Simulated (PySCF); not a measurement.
All of these have the formula C6H6F4. Level of theory: TDDFT PBE0/def2-SVPD, vertical, gas phase, core orbitals frozen in the response (PySCF 2.14.0, density-fitted response routines). Geometries: GFN2-xTB; one conformer of each isolated species. Triplets are in the Tamm–Dancoff approximation. 'Strongest' means the level of largest summed f among the lowest 6 singlets; it needn't be the same kind of state in each.

Problem. Rank by computed energy of the strongest computed level, lowest first.
A. `C1[C@H](C=C1CC(F)(F)F)F`
B. `C=CC/C(=C/F)C(F)(F)F`
C. `CC#CC[C@H](F)C(F)(F)F`
D. `C=C(C)/C(F)=C/C(F)(F)F`

Solution. D (5.64 eV), A (6.81 eV), C (7.08 eV), B (7.70 eV).

```
                 SMILES  strongest (eV)  f (strongest)  first f ≥ 0.01 (nm)  α (au)  S1 (eV)    S1 mainly
 C=C(C)/C(F)=C/C(F)(F)F            5.64           0.63                  220    80.0     5.64    H→L (98%)
F[C@H]1C=C(CC(F)(F)F)C1            6.81           0.20                  182    71.2     6.81    H→L (84%)
  CC#CC[C@H](F)C(F)(F)F            7.08           0.01                    –    74.4     6.63  H→L+2 (45%)
   C=CC/C(=C/F)C(F)(F)F            7.70           0.40                  192    74.9     6.47    H→L (59%)
```

H and L stand for HOMO and LUMO; a dash means that no computed state gives the value.
